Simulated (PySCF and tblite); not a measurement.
Values are calculated unless marked as measured or tabulated.
**Barrier and rate of a rearrangement**

System: C₆H₁₀OSi, numbered as in [CH3:1][O:2][C:3]1=[CH:4][C@@H:5]([SiH3:6])[CH:7]=[CH:8]1.

Motion: shift of Si6 from C5 to C7. The path came from a restrained scan, a climbing-image band and a saddle search at GFN2-xTB; energies are CAM-B3LYP/pcSseg-1 + D3(BJ)//PBE0-D3(BJ)/def2-SVP, thermal terms GFN2-xTB. Rate constants are transition-state-theory values, counting equivalent paths, without tunnelling. (PySCF 2.14 with density fitting, tblite 0.8.)

```tsv
point	symmetry	E(GFN2) kcal/mol	E(DFT) kcal/mol	ZPE change kcal/mol	lowest mode cm⁻¹	dipole D
start	C1	0.0	0.0	0.00	75	1.11
saddle	C1	10.4	19.1	-0.25	277i	1.30
end	C1	1.4	3.3	-0.07	61	1.58
```

```json
{"Electronic barrier": "19.1 kcal/mol", "Barrier with zero-point energy": "18.9 kcal/mol", "ΔH‡ (298 K)": "18.4 kcal/mol", "ΔS‡ (298 K, symmetry apart)": "-3.3 cal/(mol K)", "Paths": "1 equivalent path", "End point": "a different minimum", "Mean lifetime of the start against this motion at 298 K": "28 s", "Cost": "7.3 min on 1 thread of Intel Xeon Platinum 8488C, shared host (rough), peak memory 1.1 GiB, launched as `OMP_NUM_THREADS=1 python ens_run.py task.json out`"}
```

| T/K | ΔG‡ kcal/mol | k s⁻¹ | ΔG kcal/mol | k back s⁻¹ |
| --- | --- | --- | --- | --- |
| 150 | 19.1 | 5.2×10⁻¹⁶ | 3.3 | 2.9×10⁻¹¹ |
| 200 | 19.2 | 4.6×10⁻⁹ | 3.3 | 1.7×10⁻⁵ |
| 250 | 19.3 | 6.9×10⁻⁵ | 3.3 | 0.049 |
| 298 | 19.4 | 0.035 | 3.3 | 8.6 |
| 350 | 19.6 | 4.3 | 3.3 | 467 |
| 400 | 19.8 | 136 | 3.3 | 8290 |
| 500 | 20.1 | 1.7×10⁴ | 3.3 | 4.7×10⁵ |

ΔG and ΔG‡ leave out symmetry numbers and mirror images; rates count paths: 1 out, 1 back.
